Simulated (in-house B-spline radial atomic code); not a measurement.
Radial electron density of Pt⁷⁵⁺, 1s1 2s2. Level of theory: Dirac-Hartree-Fock, average of configuration, Fermi nucleus of rms radius 5.427 fm; calculated with a radial B-spline atomic code at the basis-set limit.

Columns: r (bohr), 4πr²n(r) (electrons per bohr), bar.

```
0.000397    1.323 #
0.000459     1.67 #
0.000531    2.104 ##
0.000614    2.643 ##
 0.00071    3.311 ###
0.000821    4.137 ###
0.000949    5.149 ####
  0.0011    6.414 #####
 0.00127    7.912 ######
 0.00147    9.752 ########
  0.0017    11.94 #########
 0.00196    14.48 ###########
 0.00227    17.54 ##############
 0.00263    21.08 #################
 0.00304    25.04 ####################
 0.00351    29.39 #######################
 0.00406    34.14 ###########################
  0.0047    39.11 ###############################
 0.00543    43.98 ###################################
 0.00629    48.57 ######################################
 0.00727    52.35 #########################################
 0.00841    54.94 ###########################################
 0.00972    55.85 ############################################
  0.0112    54.78 ###########################################
   0.013    51.36 ########################################
   0.015    45.99 ####################################
  0.0174    38.83 ###############################
  0.0201    31.32 #########################
  0.0233    24.41 ###################
  0.0269    19.83 ################
  0.0311    18.31 ##############
   0.036    20.11 ################
  0.0416    24.24 ###################
  0.0481    28.83 #######################
  0.0557    31.64 #########################
  0.0644    30.94 ########################
  0.0745     26.5 #####################
  0.0861    19.61 ###############
  0.0996    12.29 ##########
   0.115    6.471 #####
   0.133    2.751 ##
   0.154   0.9147 #
   0.178   0.2355 
   0.206  0.04392 
   0.238 0.005869
```

On this grid the curve has 2 maxima, near 0.00972, 0.0557 bohr.

The 1s1/2 radial function P(r) = rR(r), positive near the nucleus, with its small component Q(r) (sign convention: Q ≈ (P' + κP/r)/2c):

| r (bohr) | P | Q |
| --- | --- | --- |
| 0.000256 | 0.6707 | -0.192 |
| 0.000343 | 0.8507 | -0.2519 |
| 0.000459 | 1.074 | -0.3245 |
| 0.000614 | 1.35 | -0.4129 |
| 0.000821 | 1.689 | -0.5204 |
| 0.0011 | 2.103 | -0.6513 |
| 0.00147 | 2.595 | -0.806 |
| 0.00196 | 3.166 | -0.985 |
| 0.00263 | 3.828 | -1.192 |
| 0.00351 | 4.532 | -1.413 |
| 0.0047 | 5.252 | -1.638 |
| 0.00629 | 5.897 | -1.839 |
| 0.00841 | 6.349 | -1.98 |
| 0.0112 | 6.466 | -2.017 |
| 0.015 | 6.117 | -1.907 |
| 0.0201 | 5.232 | -1.63 |
| 0.0269 | 3.918 | -1.22 |
| 0.036 | 2.457 | -0.7629 |
| 0.0481 | 1.224 | -0.3777 |
| 0.0644 | 0.4466 | -0.1358 |
| 0.0861 | 0.1128 | -0.03271 |
| 0.115 | 0.02009 | -0.004973 |
